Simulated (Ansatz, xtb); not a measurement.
Species: InF2, net charge 1, singlet state. 
Structure (B3LYP-D3(BJ)/def2-TZVP (Ansatz, a first-principles code) minimum search):
```
In
F 1 1.8552
F 1 1.8552 2 180.00
```
Charge +1, spin multiplicity 1.

Harmonic wavenumbers from GFN2-xTB (xtb, at its own minimum), cm⁻¹: 74, 74, 258, 320.

Give the harmonic wavenumbers at B3LYP-D3(BJ)/def2-TZVP (Ansatz, finite differences of forces, unscaled).

143, 143, 639, 763 cm⁻¹. Zero-point energy 2.4 kcal/mol.

From these and the geometry, give the ideal-gas thermochemistry at 298.15 K and 1 atm (rigid rotor, harmonic oscillator).

Point group D∞h, rotational symmetry number 2. Rotational constants 3.864, 3.864 GHz. S(trans) 40.98, S(rot) 15.28, S(vib) 6.15, S(elec, spin only) 0.00, S 62.4 cal/(mol K). H(298) - H(0) 3.04 kcal/mol; G - E(el) -13.2 kcal/mol.
